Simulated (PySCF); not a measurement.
## Dipole response of Ba²⁺ (barium, charge +2)

[Xe], closed-shell 1S. Computed with PySCF 2.14 in aug-cc-pVQZ-X2C (10s9p7d4f2g, 118 functions), with the spin-free X2C one-electron Hamiltonian (Gaussian nucleus). Coupled (time-dependent) response in atomic units; α is the mean over directions.

```json
{"method": "PBE0", "mean α (bohr³)": "10.38", "C₆ (like pair)": "73.80", "S(−4)": "14.21"}
```

S(−4) is the Cauchy moment in α(ω) = α(0) + S(−4) ω² + …

α(iu) at PBE0:

```tsv
u (hartree)	α(iu) (bohr³)
0	10.38
0.0500	10.35
0.100	10.24
0.200	9.848
0.300	9.257
0.500	7.796
0.750	6.020
1.00	4.626
1.50	2.884
2.00	1.965
3.00	1.109
5.00	0.5277
```

For an ion, C₆ is the dispersion term alone; charge-induced terms of lower order in 1/R come first.

Spin-orbit coupling, which splits the p, d and f shells strongly at this Z, is absent.
